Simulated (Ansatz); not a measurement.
Computed with Ansatz.

BFH3InO (`O[B](F)[InH2]`) at its PBE0-D4/def2-TZVP geometry, where that method's forces vanish. The species carries charge 0 and has multiplicity 1. In takes the def2 core potential.

```json
{"atom": "O1", "x (Å)": "-0.4362", "y (Å)": "-1.0647", "z (Å)": "-1.6348"}
{"atom": "B2", "x (Å)": "-0.1159", "y (Å)": "-0.9416", "z (Å)": "-0.3281"}
{"atom": "F3", "x (Å)": "-0.0034", "y (Å)": "-2.0972", "z (Å)": "0.3271"}
{"atom": "In4", "x (Å)": "0.2558", "y (Å)": "0.9456", "z (Å)": "0.9057"}
{"atom": "H5", "x (Å)": "-0.5182", "y (Å)": "-0.2339", "z (Å)": "-2.1050"}
{"atom": "H6", "x (Å)": "1.8337", "y (Å)": "1.6333", "z (Å)": "1.0828"}
{"atom": "H7", "x (Å)": "-1.0158", "y (Å)": "1.7585", "z (Å)": "1.7521"}
```

For each bond, give half the difference of the two atoms' forces along it (eV/Å; positive pushes the atoms apart) under PBE-D4, r2SCAN-D4, B3LYP-D4, ωB97M-V in def2-TZVPP. (Estimate.)

The calculation gave: 
| bond | length (Å) | PBE-D4 | r2SCAN-D4 | B3LYP-D4 | ωB97M-V |
| --- | --- | --- | --- | --- | --- |
| O1–B2 | 1.351 | 0.30 | 0.18 | 0.06 | 0.15 |
| O1–H5 | 0.958 | 0.34 | -0.01 | -0.03 | -0.09 |
| B2–F3 | 1.333 | 0.43 | 0.14 | 0.12 | 0.21 |
| B2–In4 | 2.285 | -0.28 | -0.14 | 0.00 | -0.13 |
| In4–H6 | 1.730 | 0.09 | -0.01 | 0.02 | -0.06 |
| In4–H7 | 1.730 | 0.09 | -0.01 | 0.02 | -0.06 |

B3LYP here is the variant with VWN-RPA as its local correlation; programs differ in this.
